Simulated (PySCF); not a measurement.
**Property card for `C[Se]C(C)C`**

Species: C4H10Se.
Bonds: C1–Se2, Se2–C3, C3–C4, C3–C5. Hydrogens: H6, H7, H8 on C1; H9 on C3; H10, H11, H12 on C4; H13, H14, H15 on C5.

Among its groups: selenium bound to carbon.

**PBE0-D3(BJ)/def2-SVP geometry optimisation, gas phase (PySCF)**

| Property | Result |
| --- | --- |
| Point group | C1 |
| Rotational constants A, B, C | 4.862, 2.261, 1.726 GHz |

From wB97X-D/def2-SVPD ground state and vertical TDDFT (core frozen in the response) (PySCF):

| Quantity | Value |
| --- | --- |
| Dipole moment | 1.69 D |
| HOMO energy | -7.82 eV |
| LUMO energy | 1.78 eV |
| HOMO–LUMO gap | 9.60 eV |
| Lowest singlet excitation | 4.79 eV (259 nm, f = 0.000) |
| Strongest line among the 6 lowest singlet transitions | S4 at 6.63 eV (187 nm, f = 0.042) |
| Static isotropic polarisability | 80.0 au |
| Electronic spatial extent ⟨r²⟩ about the centre of nuclear charge | 767 bohr² |

Monoisotopic mass from the formula: 137.9948 u.

The largest Löwdin shares of the HOMO are 0.73 on Se2, 0.10 on C1 and 0.08 on C3. The 6 singlets span 4.79 to 7.15 eV, and their oscillator strengths add up to 0.13. S1 lies 4.81 eV below the HOMO–LUMO gap; its leading configuration is HOMO→LUMO, weight 0.80. The principal polarisabilities are 68.2, 78.3 and 93.4 au; their mean is the isotropic value. With B = h/(8π²I), that is 505.379 GHz u Å² over I, the principal moments of inertia are 103.9, 223.5 and 292.8 u Å² (most abundant isotopes); the inertial defect Ic − Ia − Ib is -34.6 u Å² (zero for a rigid planar frame, negative otherwise).

 Relativistic effects, spin–orbit coupling among them, are left out although an element past zinc is present.

The values belong to the conformer `[CH3:1][Se:2][CH:3]([CH3:4])[CH3:5]`: C1–Se2–C3–C4 -66°.
